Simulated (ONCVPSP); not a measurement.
# N: one change to an ONCV potential, before and after

```
Element                 : nitrogen
Generator               : ONCVPSP 4.0.1
Type                    : optimised norm-conserving Vanderbilt (ONCV)
Functional              : PBE
Relativity              : non-relativistic
Frozen core             : [He]
Valence charge          : 5
Reference configuration : 2s1 2p4
Partial waves           : 2s: rc 0.90 bohr, ncon 4, nbas 7, qcut 6 1/bohr, 2 projectors, debl 2.5 Ha; 2p: rc 2.25 bohr, ncon 4, nbas 8, qcut 5 1/bohr, 3 projectors, debl 2.2 Ha; d scattering state at 0.36 Ha: rc 1.85 bohr, ncon 3, nbas 8, qcut 4.9 1/bohr, 2 projectors, debl 2.6 Ha
Local potential         : polynomial inside 0.85 bohr (lpopt 5, dvloc0 4 Ha)
Core correction         : polynomial model core, fcfact 0.3
```

All-electron outer shells of the reference configuration (PBE, non-relativistic, ld1.x):

```json
{"shell": "1s", "level (eV)": "-385.30", "outermost node (bohr)": "–", "outermost maximum (bohr)": "0.15"}
{"shell": "2s", "level (eV)": "-19.00", "outermost node (bohr)": "0.32", "outermost maximum (bohr)": "1.02"}
{"shell": "2p", "level (eV)": "-7.51", "outermost node (bohr)": "–", "outermost maximum (bohr)": "0.97"}
```

Change: p: rc 2.66.

Cutoffs: the cutoffs (Ha) at which the residual kinetic energy of the hardest occupied pseudo-wave falls to 1 and 0.1 mHa per electron; they do not see the model core or the augmentation charge, which bear on the density cutoff. Errors are all-electron minus pseudo energies relative to the spin-unpolarised reference configuration.

Task: How do hardness, ghosts and transferability respond?

Result: The potential gets neither clearly harder nor softer (94 Ha and 139 Ha → 94 Ha and 139 Ha); the s channel sets the loose cutoff, while the largest relative change is in p, which becomes softer; of the 4 tests that both files solve, the error grows in 4 and shrinks in 0 by more than 15 % and 0.3 meV (median size 195.4 → 278.4 meV); neither file shows a bound ghost. More of the atom is replaced by a form fitted at one configuration, so other configurations suffer.

| quantity | base | changed |
| --- | --- | --- |
| cutoff, loose | 94 Ha | 94 Ha |
| cutoff, tight | 139 Ha | 139 Ha |
| loose cutoff by channel | s 94 Ha, p 11 Ha | s 94 Ha, p 9.2 Ha |
| bound ghosts | none | none |
| GHOST(+) flags under 300 eV | none | none |
| error for 2s2 2p3, meV [ΔE -11.48 eV] | -36 | -65 |
| error for 2s2 2p2, meV [ΔE 2.12 eV] | +318 | +460 |
| error for 2s2 2p1, meV [ΔE 30.98 eV] | +1584 | +2275 |
| error for 2s2 2p2.5, meV [ΔE -6.38 eV] | +72 | +97 |
| s: phases at 0.91 bohr within 0.05 rad from the reference energy up to (Ha; the scan ends near 5) | to the end of the scan | to the end of the scan |
| d: phases at 1.88 bohr within 0.05 rad from the reference energy up to (Ha; the scan ends near 5) | to the end of the scan | to the end of the scan |
| rms error of d²Exc/dni dnj with the model core, mHa | 1.05 | 0.90 |

Changed file: These tests converged, but a pseudo level misses the all-electron one widely, so the file describes the atom poorly there or has found another state: 2s2 2p1: 2p by 2.8 eV.
